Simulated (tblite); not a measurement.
Species: C₇H₈N₂.
InChI=1S/C7H8N2/c1-4-7-6(2)9(3)5-8-7/h1,5H,2-3H3

Method: GFN2-xTB as coded in tblite; computed harmonic values from a numerical Hessian at the method's own geometry, unscaled. Against measured fundamentals such values can be off by several per cent, at times by over 20.

Harmonic wavenumbers (cm⁻¹): 95.5, 103.6, 115.0, 136.0, 214.6, 245.5, 255.1, 341.0, 402.6, 490.1, 532.5, 582.3, 609.9, 664.6, 683.1, 726.7, 761.4, 789.8, 961.0, 1036.8, 1048.4, 1095.4, 1104.9, 1144.3, 1220.3, 1302.1, 1392.0, 1402.0, 1413.6, 1448.0, 1461.5, 1471.4, 1478.4, 1482.2, 1498.7, 1573.7, 2263.3, 2967.8, 2978.7, 2984.7, 2995.0, 3033.9, 3055.3, 3164.8, 3399.4.

A = 3382, B = 1310, C = 955.8 MHz; mass 120.069 u (most abundant isotopes); point group Cs, symmetry number 1.

Problem. Zero-point energy?

Solution. Half the sum of the wavenumbers: 29063 cm⁻¹ = 347.67 kJ/mol.

Problem. What is S at 400 K and 1 bar for an ideal gas of classical rigid rotors and harmonic oscillators?

Solution. Translation 174.68, rotation 123.83, vibration 143.10: S = 441.6 J/(mol K).

Problem. And Cp and H(400 K) − H(0)?

Solution. Cp = 185.15 J/(mol K), of which vibrations give 151.89 (their classical limit is 45 R = 374.2); H(400 K) − H(0) = 44.24 kJ/mol without the zero-point energy, 30.93 from vibrations.

Problem. What must be added to the electronic energy to get the Gibbs energy at 400 K and 1 bar?

Solution. ZPE + [H(400 K) − H(0)] − T·S = 347.67 + 44.24 − 176.64 = 215.27 kJ/mol.

Problem. Which modes carry the vibrational entropy at 400 K?

Solution. 95.5 cm⁻¹: 17.24; 103.6 cm⁻¹: 16.57; 115.0 cm⁻¹: 15.71; 136.0 cm⁻¹: 14.34; 214.6 cm⁻¹: 10.67; 245.5 cm⁻¹: 9.61 J/(mol K); the other 39 give 58.95 together.

Problem. How do the functions run with temperature in this model?

Solution. 
| T (K) | S (J/(mol K)) | Cp (J/(mol K)) | H − H(0) (kJ/mol) | G − H(0) (kJ/mol) | ln q(vib) |
| --- | --- | --- | --- | --- | --- |
| 100 | 277.8 | 73.6 | 5.01 | -22.77 | 1.03 |
| 200 | 340.9 | 112.3 | 14.33 | -53.84 | 3.25 |
| 300 | 393.6 | 149.9 | 27.45 | -90.62 | 5.58 |
| 500 | 486.3 | 215.8 | 64.32 | -178.83 | 10.22 |
| 800 | 603.1 | 280.6 | 139.65 | -342.85 | 16.87 |
| 1000 | 668.9 | 308.8 | 198.75 | -470.19 | 20.98 |

q(vib) and H(0) count from the zero-point level.

Problem. Blend soft modes into free rotors: weight 1/[1 + (100 cm⁻¹/ν̃)⁴] for the oscillator and the rest for a rotor with moment μB/(μ + B), μ = h/(8π²ν), B = 10⁻⁴⁴ kg m². What vibrational entropy results?

Solution. 137.63 J/(mol K) in place of 143.10, which changes −T·S at 400 K by +2.19 kJ/mol.

Hindered rotation and anharmonicity are outside this model.
